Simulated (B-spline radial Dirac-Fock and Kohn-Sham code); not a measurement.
## Nb³⁺: K-LL lines in intermediate coupling

System: Nb³⁺, configuration [Kr] 4d2, inside a Watson sphere of charge -3 and radius 1.8 Å (a model of the Madelung potential; inside it an electron's potential energy is raised by 24.0 eV).

These are calculated numbers from a radial B-spline solver; the model is multi-electron Dirac-Fock with separately optimised hole states, Breit and Lamb-shift corrections added in first order. The two-hole levels come from diagonalising the Coulomb interaction among the jj configurations; intensities are independent-particle Coulomb rates. Kinetic energies are from the vacuum level. Correlation energy is missing from these numbers. Open outer shells are spectators and are not coupled to the holes. Labels follow the leading weight; the literature often keeps the label of the LS limit.

```
kinetic energy (eV)  J  leading jj holes (weight)  leading LS term (weight)
            13452.3  0                L1L1 (0.99)                ¹S0 (0.99)
            13687.6  1                L1L2 (0.89)                ¹P1 (0.66)
            13718.8  0                L1L2 (1.00)                ³P0 (1.00)
            13783.1  1                L1L3 (0.89)                ³P1 (0.66)
            13814.9  2                L1L3 (1.00)                ³P2 (1.00)
            13909.8  0                L2L2 (0.98)                ³P0 (0.55)
            14009.9  2                L2L3 (0.99)                ¹D2 (0.75)
            14024.5  1                L2L3 (1.00)                ³P1 (1.00)
            14092.3  0                L3L3 (0.98)                ¹S0 (0.55)
            14114.8  2                L3L3 (0.99)                ³P2 (0.75)
```

The intensity is shared as follows: 14009.9 eV 45.9 %, 13687.6 eV 15.8 %, 14114.8 eV 13.7 %, 13783.1 eV 7.7 %, 13452.3 eV 7.2 %, 13909.8 eV 3.1 %, 14092.3 eV 2.9 %, 13814.9 eV 2.8 %, 13718.8 eV 0.9 %, 14024.5 eV 0.0 %.

The strongest line, by its leading LS label ¹D2, lies at 14009.9 eV. The mean weight of the leading component is 0.97 in jj and 0.79 in LS coupling, so jj labels describe these levels better.
